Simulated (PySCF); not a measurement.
# Steps of a relaxation of [YbOCl]−

[YbOCl]− (singlet). PySCF 2.14.0, RKS PBE0, Yb def2-SVP with ECP28, O def2-SVP, Cl def2-SVP; non-relativistic Hamiltonian with scalar-relativistic core potentials where named; density fitting; no spin-orbit coupling. Origin of the start: template. Columns: position (Å) and force (eV/Å). Energies are counted from the last step; some of the 7 steps are shown. Forces carry noise of the integration grid, about 0.01 to 0.03 eV/Å.

Run from Python with OMP_NUM_THREADS=2. Where DIIS fails, smearing, a level shift and second-order steps follow.
It took 31 s on 2 threads of Arm Neoverse V1, with other jobs on the host, from the converged density of the start.

```xyz
3
step 0  E = 0.066 eV
Yb    0.2622    0.0000   -0.2273    -0.58    0.00   -0.29
O     1.9897    0.0000    0.5458     0.25    0.00    0.31
Cl   -2.2144    0.0000    0.8810     0.33    0.00   -0.02
```

```xyz
3
step 2  E = 0.013 eV
Yb    0.2317    0.0000   -0.3566     0.48    0.00    0.37
O     1.8815    0.0000    0.6385    -0.58    0.00   -0.32
Cl   -2.0756    0.0000    0.9175     0.10    0.00   -0.04
```

```xyz
3
step 4  E = 0.001 eV
Yb    0.2335    0.0000   -0.3641     0.08    0.00   -0.04
O     1.8394    0.0000    0.6453    -0.04    0.00    0.01
Cl   -2.0353    0.0000    0.9183    -0.05    0.00    0.04
```

Task: Where does the relaxation end?

Result: It converges at step 6 in Cs:
```xyz
3
step 6  E = 0
Yb    0.2380    0.0000   -0.3758
O     1.8294    0.0000    0.6514
Cl   -2.0299    0.0000    0.9239
```

Task: How did the contacts change?

Result: 
```csv
contact,start (Å),end (Å)
Yb1–O2 (O),1.893,1.894
Yb1–Cl3 (Cl),2.713,2.614
```
